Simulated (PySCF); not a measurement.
Compound: C₅H₁₀SSi.
Structure used (PBE0-D3(BJ)/def2-SVP), in Å, numbered top down from 1:
```
atom  x, y, z in Å
C1    -2.392   -0.459    0.436
C2    -1.217   -0.677   -0.467
S3    -1.174   -1.876   -1.565
C4    -0.074    0.281   -0.247
C5     1.068    0.326   -1.287
Si6    2.249    0.656    0.151
C7     0.734   -0.040    1.060
H8    -3.127   -1.267    0.342
H9    -2.064   -0.373    1.485
H10   -2.877    0.499    0.180
H11   -0.508    1.291   -0.130
H12    1.211   -0.681   -1.711
H13    0.932    1.035   -2.115
H14    3.553   -0.070    0.239
H15    2.480    2.106    0.435
H16    0.356    0.403    1.991
H17    0.823   -1.131    1.191
```

Computed with core-valence-separated Tamm–Dancoff BHandHLYP/aug-pcX-1 (pcseg-1 on H, def2-SVPD on Si, def2-SVPD on S) in PySCF, non-relativistic, gas phase, PBE0-D3(BJ)/def2-SVP geometry. Absolute energies from this functional tend to lie a few eV below measured edges; no shift was applied.

(1) What does the C 1s absorption edge look like?

Answers

(1) 
| E (eV) | f | core hole on | main final orbital | polarisation |
| --- | --- | --- | --- | --- |
| 282.03 | 0.0780 | C2 | LUMO (90 %) | normal to the local trigonal plane |
| 283.83 | 0.0000 | C1 | LUMO (97 %) | – |
| 284.15 | 0.0140 | C5/C7 | LUMO (2 roots, f summed) | – |
| 284.35 | 0.0002 | C4 | LUMO (98 %) | – |
| 285.01 | 0.0153 | C5 | LUMO+2 (66 %) | – |
| 285.28 | 0.0137 | C7 | LUMO+1 (46 %) | – |
| 285.48 | 0.0192 | C5 | spread | – |
| 285.67 | 0.0109 | C1 | LUMO+1 (66 %) | – |
| 285.69 | 0.0252 | C7 | spread | – |
| 285.93 | 0.0244 | C7 | LUMO+4 (32 %) | – |
| 286.00 | 0.0106 | C5 | LUMO+3 (35 %) | – |
| 286.09 | 0.0162 | C5 | spread | – |
| 286.22 | 0.0246 | C4 | spread | – |
| 286.34 | 0.0075 | C7 | spread | – |
| 286.46 | 0.0309 | C1 | spread | – |
| 286.63 | 0.0312 | C1 | spread | – |
| 286.73 | 0.0067 | C5 | spread | – |
| 286.82 | 0.0178 | C4 | LUMO+2 (47 %) | – |
| 286.86 | 0.0037 | C5 | spread (2 roots, f summed) | – |
| 286.91 | 0.0016 | C7 | LUMO+3 (32 %) | – |

The first line with a tenth or more of the strongest one's intensity is at 282.03 eV (f = 0.078), with the hole on C2 (thiocarbonyl carbon), polarised normal to the local trigonal plane: a 1s→π* resonance. It is also the strongest listed.

Roots within 0.03 eV whose holes lie on the same, on equivalent or on shared atoms are summed into one line, and the highest roots are left out, as the search may have cut off their partners. Final orbitals are the ground state's empty Kohn–Sham orbitals. A dash: too weak, shared between unlike atoms, or no plane or axis to refer to.

**Question.** What is the summed oscillator strength of the listed C K lines, and their intensity-weighted mean energy?

**Answer.** Σf = 0.351 over 20 lines from 282.03 to 286.91 eV; the weighted mean is 285.10 eV. The strongest line holds 22 % of the sum.

The list ends where the root search ended, not at a threshold.

On Arm Neoverse V2, one thread, no GPU, shared host, this took 26 s wall and 1.1 GiB of memory at its peak.

One conformer stands for the species.
